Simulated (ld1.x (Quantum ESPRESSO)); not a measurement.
## Configuration tests for beryllium (TM semilocal)

| Property | Result |
| --- | --- |
| Element | Be |
| Generator | ld1.x (Quantum ESPRESSO) 7.5 |
| Type | norm-conserving Troullier–Martins (semilocal form) |
| Functional | PW91 |
| Relativity | scalar-relativistic |
| Frozen core | [He] |
| Valence charge | 2 |
| Reference configuration | 2s1 2p1 |
| Partial waves | 2s (bound): rc 1.70 bohr; 2p (bound): rc 4.15 bohr; 3d channel at -0.15 Ry: rc 4.45 bohr |
| Local potential | the d channel |
| Core correction | Bessel-smoothed model core, default radius (core density twice the valence density) |

Energies are relative to the spin-unpolarised reference configuration 2s1 2p1; without spin polarisation the order of configurations can differ from experiment.

(1) Give the all-electron excitation energy and the error of the potential for: 2s2 2p0; 2s1 2p0; 2s1.5 2p0; 2s0 2p2; 2s0 2p1.

Levels in the configuration 2s2 2p0:

```csv
level,all-electron (eV),pseudo (eV)
2s,-5.639,-5.576
```

Results:

(1)

| valence configuration | charge | ΔE all-electron (eV) | error AE − PS (meV) |
| --- | --- | --- | --- |
| 2s2 2p0 | 0 | -3.614 | -23 |
| 2s1 2p0 | +1 | 5.965 | +74 |
| 2s1.5 2p0 | +0.5 | 0.161 | +17 |
| 2s0 2p2 | 0 | 3.646 | -25 |
| 2s0 2p1 | +1 | 9.881 | -84 |
